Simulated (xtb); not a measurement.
xtb input (GFN2-xTB):

```bash
xtb mol.xyz --gfn 2 --sp --chrg -1 --uhf 0
```
mol.xyz:
```
8

C     -1.59705407    -0.96444625     0.27041537
B     -0.32567711    -0.02642937     0.02668056
S     -0.32686569     1.68616537    -0.25957123
S      1.32942012    -0.95249721     0.06837745
H     -1.65939247    -1.75763420    -0.48525728
H     -2.52267770    -0.38657277     0.23707056
H     -1.54122676    -1.46860888     1.24344040
H      0.89313584    -2.20705039     0.30795172
```

End of the output:

```
         :::::::::::::::::::::::::::::::::::::::::::::::::::::
         ::                     SUMMARY                     ::
         :::::::::::::::::::::::::::::::::::::::::::::::::::::
         :: total energy             -12.172509418936 Eh    ::
         :: gradient norm              0.026170113206 Eh/a0 ::
         :: HOMO-LUMO gap              3.105169111312 eV    ::
         ::.................................................::
         :: SCC energy               -12.259706971678 Eh    ::
         :: -> isotropic ES            0.153059573695 Eh    ::
         :: -> anisotropic ES         -0.000005928971 Eh    ::
         :: -> anisotropic XC          0.003687720701 Eh    ::
         :: -> dispersion             -0.005436097214 Eh    ::
         :: repulsion energy           0.087197552742 Eh    ::
         :: add. restraining           0.000000000000 Eh    ::
         :: total charge              -1.000000000000 e     ::
         :::::::::::::::::::::::::::::::::::::::::::::::::::::

           -------------------------------------------------
          |                Property Printout                |
           -------------------------------------------------

    * Orbital Energies and Occupations

         #    Occupation            Energy/Eh            Energy/eV
      -------------------------------------------------------------
         1        2.0000           -0.5359920             -14.5851
         2        2.0000           -0.4742665             -12.9054
         3        2.0000           -0.4334338             -11.7943
         4        2.0000           -0.3334609              -9.0739
         5        2.0000           -0.3278364              -8.9209
         6        2.0000           -0.3245944              -8.8327
         7        2.0000           -0.3091924              -8.4136
         8        2.0000           -0.2494969              -6.7892
         9        2.0000           -0.2211767              -6.0185
        10        2.0000           -0.2198519              -5.9825
        11        2.0000           -0.1702221              -4.6320
Note: The following floating-point exceptions are signalling: IEEE_UNDERFLOW_FLAG IEEE_DENORMAL
normal termination of xtb
        12        2.0000           -0.1434860              -3.9045 (HOMO)
        13                         -0.0293731              -0.7993 (LUMO)
        14                         -0.0081935              -0.2230
        15                          0.0785274               2.1368
        16                          0.1274602               3.4684
        17                          0.1476607               4.0181
        18                          0.1510808               4.1111
        19                          0.1723118               4.6888
        20                          0.2079766               5.6593
        21                          0.2112716               5.7490
        22                          0.2117162               5.7611
        23                          0.2617367               7.1222
       ...                                ...                  ...
        30                          0.8467216              23.0405
      -------------------------------------------------------------
                  HL-Gap            0.1141129 Eh            3.1052 eV
             Fermi-level           -0.0864296 Eh           -2.3519 eV

     #   Z          covCN         q      C6AA      α(0)
     1   6 C        3.675    -0.161    23.893     7.004
     2   5 B        2.688     0.366    16.257     6.771
     3  16 S        0.957    -0.771   175.402    22.401
     4  16 S        1.869    -0.515   164.287    21.573
     5   1 H        0.924    -0.016     3.346     2.861
     6   1 H        0.924    -0.003     3.105     2.756
     7   1 H        0.924    -0.016     3.346     2.861
     8   1 H        0.922     0.115     1.651     2.010

 Mol. C6AA /au·bohr⁶  :       1732.877100
 Mol. C8AA /au·bohr⁸  :      66122.660638
 Mol. α(0) /au        :         68.235144

Wiberg/Mayer (AO) data.
largest (>0.10) Wiberg bond orders for each atom

 ---------------------------------------------------------------------------
     #   Z sym  total        # sym  WBO       # sym  WBO       # sym  WBO
 ---------------------------------------------------------------------------
     1   6 C    3.944 --     6 H    0.989     7 H    0.979     5 H    0.979
                             2 B    0.967
     2   5 B    3.433 --     3 S    1.579     1 C    0.967     4 S    0.859
     3  16 S    1.691 --     2 B    1.579
     4  16 S    1.916 --     8 H    0.968     2 B    0.859
     5   1 H    1.000 --     1 C    0.979
     6   1 H    1.000 --     1 C    0.989
     7   1 H    1.000 --     1 C    0.979
     8   1 H    0.987 --     4 S    0.968
 ---------------------------------------------------------------------------

Topologies differ in total number of bonds
Writing topology from bond orders to xtbtopo.mol

molecular dipole:
                 x           y           z       tot (Debye)
 q only:       -0.252      -1.639       0.291
   full:       -0.635      -2.213       0.413       5.944
molecular quadrupole (traceless):
                xx          xy          yy          xz          yz          zz
 q only:       -0.585       2.783      -5.726       0.028       1.875       6.311
  q+dip:       -0.707       6.103      -7.656      -0.376       2.322       8.364
   full:       -1.158       5.919      -7.254      -0.311       2.275       8.412

           -------------------------------------------------
          | TOTAL ENERGY              -12.172509418936 Eh   |
          | GRADIENT NORM               0.026170113206 Eh/α |
          | HOMO-LUMO GAP               3.105169111312 eV   |
           -------------------------------------------------

------------------------------------------------------------------------
------------------------------------------------------------------------
 total:
 SCF:
```

It need not be the lowest isomer of its formula. Whether it binds its extra electron was not tested at this geometry.
